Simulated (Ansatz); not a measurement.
CH₅GeNO₂ (`N[C](=O)[GeH2][OH]`), relaxed with RKS PBE-D4/def2-SVP in Ansatz 0.2.0 from a rough embedded geometry. The force threshold is 0.03 eV/Å; the program also tests the step.

Charge 0, multiplicity 1.

Start:

```xyz
10

N    -1.724   -0.193   -0.176
C    -0.552   -0.543    0.574
O    -0.690   -1.088    1.693
Ge    1.146   -0.188   -0.065
O     1.606    1.551    0.233
H    -1.559    0.350   -1.128
H    -2.680   -0.335    0.142
H     2.192   -1.061    0.700
H     1.303   -0.513   -1.616
H     0.960    2.021   -0.359
```

Q: By how much does the energy fall, and how many steps does the optimiser take? (Best estimate.)

A: Ansatz gave: 77.03 kJ/mol, in 33 steps, 3 of them rejected.

Q: Which bonds change most? (An estimate is asked.)

A: Ansatz gave: C2–Ge4 from 1.849 to 2.026 Å; N1–H6 from 1.108 to 1.020 Å; N1–C2 from 1.435 to 1.357 Å; Ge4–H9 from 1.593 to 1.556 Å.

Q: Give the relaxed structure. (Best estimate.)

A: Computed: 
```xyz
10

N    -1.695   -0.701   -0.119
C    -0.687    0.094    0.320
O    -0.824    0.947    1.201
Ge    1.189   -0.039   -0.432
O     1.919    1.250    0.574
H    -1.552   -1.397   -0.850
H    -2.629   -0.600    0.292
H     1.861   -1.415   -0.161
H     1.267    0.314   -1.945
H     1.150    1.547    1.122
```
